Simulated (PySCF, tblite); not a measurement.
Isomers of C4H10NOSi (doublet state), one GFN2-xTB conformer each. Single-point energies are computed at B3LYP/pcH-1 (PySCF, gas phase, no added dispersion term), electronic only. GFN2-xTB treats the open shell by occupation alone, and not every SCF solution was tested for stability.

| SMILES | GFN2-xTB relative energy (kcal/mol) |
| --- | --- |
| [CH2][Si@@]1(N)C[C@@H](C)O1 | 5.8 |
| C[C@@H]1C[Si@@](C)([NH])O1 | 0.0 |
| C[C@@H]1[CH][Si@@](C)(N)O1 | 4.2 |

Conformers: `[CH2:1][Si@@:2]1([NH2:3])[CH2:4][C@@H:5]([CH3:6])[O:7]1` (doublet state) with H–C1–Si2–N3 172° and -22°, C1–Si2–N3–H 13° and -125°; `[CH3:1][C@@H:2]1[CH2:3][Si@@:4]([CH3:5])([NH:6])[O:7]1` (doublet state) with C3–Si4–N6–H -111°; `[CH3:1][C@@H:2]1[CH:3][Si@@:4]([CH3:5])([NH2:6])[O:7]1` (doublet state) with C3–Si4–N6–H 42° and -103°.

Question: What does B3LYP/pcH-1 give for the same structures?

Answer: 
| SMILES | B3LYP/pcH-1 E (Eh) | B3LYP/pcH-1 (kcal/mol) | GFN2-xTB (kcal/mol) | point group |
| --- | --- | --- | --- | --- |
| C[C@@H]1[CH][Si@@](C)(N)O1 | -577.95930 | 0.0 | 4.2 | C1 |
| [CH2][Si@@]1(N)C[C@@H](C)O1 | -577.95198 | 4.6 | 5.8 | C1 |
| C[C@@H]1C[Si@@](C)([NH])O1 | -577.92587 | 21.0 | 0.0 | C1 |

GFN2-xTB puts C[C@@H]1C[Si@@](C)([NH])O1 lowest instead; measured from each level's own lowest isomer, the values differ by up to 21.0 kcal/mol (C[C@@H]1C[Si@@](C)([NH])O1: 0.0 against 21.0). Neighbours under 5.0 kcal/mol apart (C[C@@H]1[CH][Si@@](C)(N)O1 and [CH2][Si@@]1(N)C[C@@H](C)O1) can change places with a better method, another conformer or zero-point energy.

Question: What happens when harmonic zero-point energies from GFN2-xTB frequencies are added?

Answer: 
| SMILES | ZPE (kcal/mol) | electronic (kcal/mol) | with ZPE (kcal/mol) |
| --- | --- | --- | --- |
| C[C@@H]1[CH][Si@@](C)(N)O1 | 84.5 | 0.0 | 0.0 |
| [CH2][Si@@]1(N)C[C@@H](C)O1 | 84.5 | 4.6 | 4.6 |
| C[C@@H]1C[Si@@](C)([NH])O1 | 85.2 | 21.0 | 21.6 |

The zero-point energies span 0.7 kcal/mol. The order is unchanged.

Question: As an exercise, what shares would exp(−E/RT) give at 500 K from these electronic energies alone (no entropy, no degeneracies)?

Answer: RT = 0.994 kcal/mol: C[C@@H]1[CH][Si@@](C)(N)O1 99.0 %, [CH2][Si@@]1(N)C[C@@H](C)O1 1.0 %, C[C@@H]1C[Si@@](C)([NH])O1 under 0.1 %.
